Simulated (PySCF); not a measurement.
Geometry (Å), atoms numbered from 1 in this order:
```xyz
21

C     2.1388    1.1058   -0.7132
O     0.7421    0.9024   -0.6932
C     0.3207   -0.3417   -0.2091
C     0.5183   -1.5044   -1.1503
C     0.3324   -0.5436    1.2635
C    -0.9683   -0.1564    0.5833
Si   -1.4953    1.6679    0.5927
C    -1.9840   -1.1837    0.4875
O    -1.9379   -2.3455    0.7244
F    -3.1774   -0.6570    0.0441
H     2.6166    0.4981   -1.4878
H     2.5925    0.8743    0.2558
H     2.2857    2.1592   -0.9420
H     0.0121   -2.3875   -0.7713
H     0.1169   -1.2574   -2.1317
H     1.5787   -1.7313   -1.2546
H     0.7902    0.2050    1.8921
H     0.4090   -1.5563    1.6327
H    -2.7460    1.7322    1.3512
H    -0.4682    2.4253    1.3049
H    -1.6860    2.1116   -0.7796
```

Computed data (PySCF 2.14.0 with density-fitted response routines): geometry from GFN2-xTB, σ from GIAO-PBE0/pcSseg-1. No solvent model, one computed conformer, fast rotation and ring inversion assumed for equivalent nuclei, non-relativistic.

Shifts are taken against calculated references (same method and geometry level): TMS for $^{13}$C (σref 186.93), $^{1}$H (σref 31.72), $^{29}$Si (σref 349.16); $^{17}$O (σref 336.08) vs H2O; CFCl3 for $^{19}$F (σref 170.95).

```
      atoms    nucleus  count  δ (ppm)
         O2   $^{17}$O      1     60.5
         C1   $^{13}$C      1     56.6
        H18    $^{1}$H      1     1.30
         C4   $^{13}$C      1     15.0
         O9   $^{17}$O      1        ?
H11/H12/H13    $^{1}$H      3     3.51
         C6   $^{13}$C      1     23.4
        H17    $^{1}$H      1     1.28
         C5   $^{13}$C      1        ?
         C8   $^{13}$C      1        ?
H19/H20/H21    $^{1}$H      3     4.00
        Si7  $^{29}$Si      1        ?
         C3   $^{13}$C      1        ?
        F10   $^{19}$F      1     70.8
H14/H15/H16    $^{1}$H      3     1.59
```

**Question.** Complete the table.

**Answer.** 
- C8: 173.8 ppm, carbonyl carbon
- C3: 73.6 ppm, three-membered-ring carbon; the inductive effect lowers its shielding
- C5: 28.0 ppm, three-membered-ring carbon; carbons of three-membered rings are unusually shielded
- O9: 429.6 ppm, carbonyl oxygen
- Si7: -64.4 ppm, silicon bonded to C, 3 H

Shifts are as computed. Against solution values, carbons near 30 ppm lie about +3 ppm off and those near 130 ppm about +5 ppm. Of 1211 compounds with measured shifts, 218 miss one by over three times the rms of a fit or turn the order of signals round; such compounds aren't used in these exercises. Unscaled 19F shifts against computed CFCl3 carry errors that often reach 10 to 50 ppm. Unscaled 17O shifts of doubly bonded oxygen tend to come out too high, by tens of ppm or more. Experimental scales use liquid or dissolved standards, which lie at an offset from isolated H2O (liquid H2O: subtract about 36 ppm).
